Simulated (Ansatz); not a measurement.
`C[CH2][Mg][F]` + H₂O → `C[CH2][Mg][OH]` + H–F at 298.15 K and 1 bar (formal hydrolysis of a Mg–F bond).

Isolated molecules relaxed with PBE0-D4/def2-TZVP in Ansatz; ΔE leaves out vibrations. CCSD(T)/CBS is the MP2 limit (def2-TZVPP, def2-QZVPP) plus CCSD(T) − MP2 in def2-TZVPP, frozen cores. This one scheme is used for every species. For Mg outer-core shells are correlated without core-valence functions, which leaves a few kJ/mol of doubt a bond. Each species was taken in one conformer, which may not be the lowest.

```tsv
species	CCSD(T)/CBS energy (Eh)	H − E (kJ/mol)	S (J/(mol·K))
`C[CH2][Mg][F]`	-378.86278	191.0	322.6
H₂O	-76.37941	66.4	188.7
`C[CH2][Mg][OH]`	-354.82367	220.6	351.0
H–F	-100.39570	33.5	173.6
```

H − E and S are ideal-gas, rigid-rotor, harmonic terms from PBE0-D4/def2-TZVP, for one conformer and one mirror image of each species. 1 Eh = 2625.50 kJ/mol, R = 8.31446 J/(mol·K).

Task: By hand: ΔE, ΔH, ΔS and ΔG.

Result: ΔE = (-354.82367) + (-100.39570) − (-378.86278) − (-76.37941) = 0.02282 Eh = 59.9 kJ/mol. Δ(H − E) = 220.6 + 33.5 − 191.0 − 66.4 = -3.3, so ΔH = 56.6 kJ/mol. ΔS = 351.0 + 173.6 − 322.6 − 188.7 = 13.3 J/(mol·K). ΔG = 56.6 − 298.15 × (13.3)/1000 = 52.6 kJ/mol.

Task: By hand: the equilibrium constant, and the temperature at which ΔG would vanish if ΔH and ΔS stayed fixed.

Result: log₁₀ K = −ΔG/(RT ln 10) = -9.2. ΔG = 0 at ΔH/ΔS = 4256 K, far beyond where these terms or the molecules hold.

The number of gas molecules stays the same, so ΔS is small and ΔH decides. A doubt of 5 kJ/mol in ΔE shifts log₁₀ K by 0.9 here. Other conformers and mirror images would add mixing entropy, several J/(mol·K) or more a flexible species. These are equilibria of isolated gas molecules and say nothing of rates. Largest T1 diagnostic: 0.010 (customary marks: 0.02 for closed shells, 0.045 for open ones).
